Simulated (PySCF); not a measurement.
F₂GeH₄OSi, SMILES F[SiH](F)[O][GeH3]. Atoms are numbered in the order given.

```xyz
9

Si     1.4544    -0.4479     0.4120
F      1.2397     0.3004     1.8252
F      2.3271     0.5683    -0.4823
O      0.0178    -0.7312    -0.2799
Ge    -1.5329     0.1532    -0.4593
H      2.2097    -1.6924     0.6125
H     -2.4117    -0.2326     0.7382
H     -2.1220    -0.3324    -1.7881
H     -1.2285     1.6591    -0.4789
```

Geometry: PBE0-D3(BJ)/def2-SVP. This is a generated structure with no PubChem entry under its InChIKey; it may be hypothetical. The values are those of a single conformer.

All values below come from PBE0/pcSseg-1 (PySCF).

GIAO shieldings, no solvent; atoms listed in one row are averaged. δ = σ(ref) − σ: ²⁹Si against TMS (σ = 352.7 ppm); ¹⁹F against CFCl3 (σ = 167.2 ppm); ¹⁷O against H2O (σ = 334.2 ppm); ⁷³Ge against GeH4 (σ = 1658.3 ppm); ¹H against TMS (σ = 31.56 ppm), references at their B3LYP-D3(BJ)/def2-TZVP geometries, non-relativistic.

Estimate the chemical shifts. (An estimate is asked for; the answer gives what the named calculation found.)


```json
[
 {"nucleus": "²⁹Si", "atoms": "Si1", "count": "1", "δ (ppm)": "-60.9"},
 {"nucleus": "¹⁹F", "atoms": "F3", "count": "1", "δ (ppm)": "-144.1"},
 {"nucleus": "¹⁹F", "atoms": "F2", "count": "1", "δ (ppm)": "-146.5"},
 {"nucleus": "¹⁷O", "atoms": "O4", "count": "1", "δ (ppm)": "38.4"},
 {"nucleus": "⁷³Ge", "atoms": "Ge5", "count": "1", "δ (ppm)": "248.1"},
 {"nucleus": "¹H", "atoms": "H7, H8, H9", "count": "3", "δ (ppm)": "5.61"},
 {"nucleus": "¹H", "atoms": "H6", "count": "1", "δ (ppm)": "4.72"}
]
```
